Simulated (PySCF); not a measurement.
Arsenic: a sound run and one with changed settings

Sound run: As⁺ [Ar] 3d10 4s2 4p2, As²⁺ [Ar] 3d10 4s2 4p1. All numbers are calculated (PySCF 2.14, a scalar-relativistic core potential, in cc-pVDZ-PP with ECP10MDF (4s3p2d, 23 functions)). The sound run starts from symmetry-adapted Hartree-Fock orbitals and uses a fine grid where one is needed.

A second run was set up differently.

| species | method | sound run (hartree) | changed run (hartree) | converged |
| --- | --- | --- | --- | --- |
| As⁺ | UHF | -330.85076 | -330.85076 | yes |
| As⁺ | PBE | -332.03923 | -332.03961 | yes |
| As⁺ | r2SCAN | -331.91947 | -331.92177 | yes |
| As²⁺ | UHF | -330.19018 | -330.19018 | yes |
| As²⁺ | PBE | -331.36149 | -331.36115 | yes |
| As²⁺ | r2SCAN | -331.23291 | -331.23297 | yes |

Ionisation energy of As⁺:

```tsv
method	sound run (eV)	changed run (eV)
UHF	17.975	17.975
PBE	18.442	18.462
r2SCAN	18.682	18.743
```

Problem. What was changed?
A. a valence shell is frozen
B. all electrons correlated in a valence basis
C. too few SCF iterations
D. angular grid far too coarse

Solution. D. It used 14 angular points. A coarse angular grid integrates products of high-l functions wrongly, so density functionals can shift, and the SCF can exploit the error; Hartree-Fock and MP2 need no grid.
